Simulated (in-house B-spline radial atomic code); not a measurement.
# PBE0 excitations of Sr8+

Method: PBE0. Computed with a B-spline radial code for spherical atoms: linear response of the closed shell [Ar] 3d10 4s2 with the functional's adiabatic kernel; scalar-relativistic (spin-free one-electron X2C), finite nucleus, no spin-orbit coupling, no double excitations, S, P, D and F terms only; shells from n = 2 respond. Only terms of natural parity with L up to 3 were computed.

Command:
```bash
python run_td.py task.json out
```
Settings (radii: box in bohr, nucleus in fm):
```
Z                        38
electrons                30
configuration            [Ar] 3d10 4s2
hamiltonian              x2c
method                   pbe0
box_radius               11.59
rms_radius               4.224
intervals                69
```

Cost of the run: 1.1 s on 1 thread of Intel(R) Xeon(R) Platinum 8375C CPU @ 2.90GHz (Ice Lake) (shared host).

The lowest states, in the order of their Tamm-Dancoff energies; the method's threshold (minus the highest occupied level) is 152.27 eV. Labels give the largest channel, * marks a mixed state, and oscillator strengths are full-response dipole values. Semilocal kernels can invert the small singlet-triplet splittings of Rydberg terms. Energies in eV:

```json
{"state": "4s → 4p 3P", "full response": "19.071", "Tamm-Dancoff": "19.293", "oscillator strength": "-"}
{"state": "4s → 4p 1P", "full response": "26.302", "Tamm-Dancoff": "27.051", "oscillator strength": "1.48"}
{"state": "4s → 4d 3D", "full response": "53.60", "Tamm-Dancoff": "53.66", "oscillator strength": "-"}
{"state": "4s → 4d 1D", "full response": "56.40", "Tamm-Dancoff": "56.44", "oscillator strength": "-"}
{"state": "4s → 5s 3S", "full response": "75.51", "Tamm-Dancoff": "75.52", "oscillator strength": "-"}
{"state": "4s → 5s 1S", "full response": "76.97", "Tamm-Dancoff": "77.01", "oscillator strength": "-"}
{"state": "4s → 4f 3F", "full response": "?", "Tamm-Dancoff": "?", "oscillator strength": "-"}
{"state": "4s → 5p 3P", "full response": "84.28", "Tamm-Dancoff": "84.29", "oscillator strength": "-"}
{"state": "4s → 5p 1P", "full response": "84.92", "Tamm-Dancoff": "84.97", "oscillator strength": "0.134"}
{"state": "4s → 4f 1F", "full response": "85.03", "Tamm-Dancoff": "85.04", "oscillator strength": "-"}
{"state": "4s → 5d 3D", "full response": "97.84", "Tamm-Dancoff": "97.85", "oscillator strength": "-"}
{"state": "4s → 5d 1D", "full response": "98.32", "Tamm-Dancoff": "98.33", "oscillator strength": "-"}
{"state": "4s → 6s 3S", "full response": "106.77", "Tamm-Dancoff": "106.77", "oscillator strength": "-"}
{"state": "4s → 6s 1S", "full response": "107.18", "Tamm-Dancoff": "107.20", "oscillator strength": "-"}
{"state": "4s → 5f 3F", "full response": "110.58", "Tamm-Dancoff": "110.59", "oscillator strength": "-"}
{"state": "4s → 5f 1F", "full response": "?", "Tamm-Dancoff": "?", "oscillator strength": "-"}
{"state": "4s → 6p 3P", "full response": "110.94", "Tamm-Dancoff": "110.94", "oscillator strength": "-"}
{"state": "4s → 6p 1P", "full response": "111.13", "Tamm-Dancoff": "111.14", "oscillator strength": "0.0549"}
```

Problem. Where does 4s → 5f 1F lie?

Solution. At 110.94 eV in full response, 110.94 eV in Tamm-Dancoff.

Problem. Where does 4s → 4f 3F lie?

Solution. At 83.87 eV in full response, 83.91 eV in Tamm-Dancoff.

Problem. How large is the singlet-triplet splitting of 4s → 4p (P terms) in Tamm-Dancoff?

Solution. 7.76 eV, from the unrounded values.

Problem. What polarisabilities and dispersion coefficient does the method give?

Solution. Dipole 1.75 bohr³, quadrupole 1.403 bohr⁵, C6 2.645 hartree·bohr⁶ for two such species.
